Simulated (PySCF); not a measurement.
Compound: C2H7B2N.
Atom-mapped SMILES: `[BH2:1][N:2]([BH2:3])[CH:4]=[CH2:5]` (hydrogens: H6, H7 on B1; H8, H9 on B3; H10 on C4; H11, H12 on C5)

The calculation used PBE0-D3(BJ)/def2-SVP geometry optimisation, gas phase (PySCF 2.14.0).

**Question.** List the bond lengths, angles and torsions at this level.

**Answer.** 
```
                  bond  length (Å)
          B1–N2, N2–B3       1.432
                 N2–C4       1.420
                 C4=C5       1.333
B1–H6 and 3 like bonds       1.205
                C4–H10       1.094
                C5–H11       1.092
                C5–H12       1.091
```

Bonds in one row agree within 0.01 Å and their mean is given. A selection of angles:
```
     angle  degrees
  N2–B1–H6    118.8
  H6–B1–H7    121.9
  B1–N2–B3    118.9
  B1–N2–C4    118.5
  B3–N2–C4    122.4
  N2–B3–H8    118.5
  N2–C4–C5    126.5
 N2–C4–H10    113.3
 C5–C4–H10    120.2
 C4–C5–H11    122.8
 C4–C5–H12    119.4
H11–C5–H12    117.9
```

Dihedral angles: B1–N2–C4–C5 163° (antiperiplanar). The mirror-image conformer, all signs reversed, is as good.

B1 (three-coordinate boron) is planar (angles 121.9°, 119.3° and 118.8°, sum 360.0°, 0.00 Å off the plane of its three neighbours). N2 (boron-bound nitrogen) is planar (angles 122.4°, 118.9° and 118.5°, sum 359.8°, 0.03 Å off the plane of its three neighbours). Of the pairs four or more bonds apart, H9···H11 is among the closest relative to their van der Waals radii: 2.25 Å, 94 % of the sum of Bondi's values.

Point group: C1 (no symmetry element, even within 0.4 Å). No PBE0-D3(BJ)/def2-SVP frequencies stand behind this structure, so it isn't proved a minimum.

Hardware: one thread, Arm Neoverse V1, on a shared host. Cost: 26 s. These figures are those of the optimisation.
